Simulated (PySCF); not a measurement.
W(NH)(S)(NH2)2 (H5N3SW), SMILES [NH]=[W](=[S])([NH2])[NH2], multiplicity 1.

Coordinates come from a PBE0-D3(BJ)/def2-SVP optimisation. The multiplicity is an assumed one; no other spin state was optimised. The structure was generated by enumeration; whether it is a known compound was not checked. The def2 effective core potentials stand for the cores of W; spin–orbit coupling is left out. One conformer was computed; it need not be the lowest.

Computed with TDA-CAM-B3LYP/def2-SVPD (PySCF 2.14.0).

Vertical excitations. Gas-phase values at a fixed geometry. State labels are in the subgroup Cs.

| state | symmetry | energy (eV) | λ (nm) | f | main pairs |
|---|---|---|---|---|---|
| S1 | A" | 3.91 | 317 | 0.000 | HOMO−1→LUMO 93 % |
| S2 | A' | 4.13 | 300 | 0.009 | HOMO→LUMO 69 %, HOMO−1→LUMO+1 28 % |
| S3 | A" | 4.39 | 282 | 0.020 | HOMO→LUMO+1 86 % |
| S4 | A" | 4.78 | 259 | 0.000 | HOMO−2→LUMO 94 % |
| S5 | A' | 4.96 | 250 | 0.061 | HOMO−1→LUMO+1 49 %, HOMO−3→LUMO 22 %, HOMO→LUMO 16 % |
| S6 | A" | 5.18 | 239 | 0.000 | HOMO→LUMO+2 69 %, HOMO→LUMO+3 24 % |
| S7 | A' | 5.35 | 232 | 0.004 | HOMO−2→LUMO+1 54 %, HOMO−3→LUMO 21 % |
| S8 | A' | 5.48 | 226 | 0.011 | HOMO−3→LUMO 37 %, HOMO−1→LUMO+2 20 %, HOMO−4→LUMO 10 %, HOMO−1→LUMO+5 8 % |
| S9 | A' | 5.59 | 222 | 0.026 | HOMO−1→LUMO+2 37 %, HOMO−1→LUMO+3 23 %, HOMO−2→LUMO+1 19 %, HOMO−3→LUMO 6 % |
| S10 | A" | 5.79 | 214 | 0.003 | HOMO→LUMO+3 41 %, HOMO→LUMO+5 27 %, HOMO−3→LUMO+1 15 %, HOMO→LUMO+2 9 % |
| T1 | A' | 3.35 | 370 | 0 | HOMO→LUMO 88 % |
| T2 | A" | 3.59 | 345 | 0 | HOMO−1→LUMO 86 % |
| T3 | A" | 3.95 | 314 | 0 | HOMO→LUMO+1 83 % |
| T4 | A' | 3.97 | 312 | 0 | HOMO−1→LUMO+1 89 % |
Triplets are in the Tamm–Dancoff approximation.
